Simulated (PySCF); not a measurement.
**From a computed spectrum to the compound**

A species of 3 atoms with charge 1 has these harmonic modes (PBE0, small Gaussian bases with core potentials, PySCF 2.14.0):

```
cm⁻¹  km/mol  symmetry
 130    17.3        a1
 654   158.0        b2
 667    58.1        a1
```

Q: Which species is it, and in which structure?

A: [GdF2]+ (singlet in the valence; each metal's 4f electrons, 7 of them, lie in its core potential, out of spins and levels):
```xyz
3

Gd    0.0000    0.0000   -0.2181
F     1.5933    0.0000    0.9066
F    -1.5933    0.0000    0.9066
```
Ideal gas at 298.15 K and 1 bar: S = 304.6 J/(mol K), Cp = 48.9 J/(mol K), H − H(0 K) = 12.4 kJ/mol (rigid rotor, harmonic modes, spin degeneracy alone, that of the 4f electrons in the core included). An lcecp potential fixes the number of 4f electrons, so in runs with it no electron can move into or out of that shell.
 The answer isn't unique; the calculation gave this one.
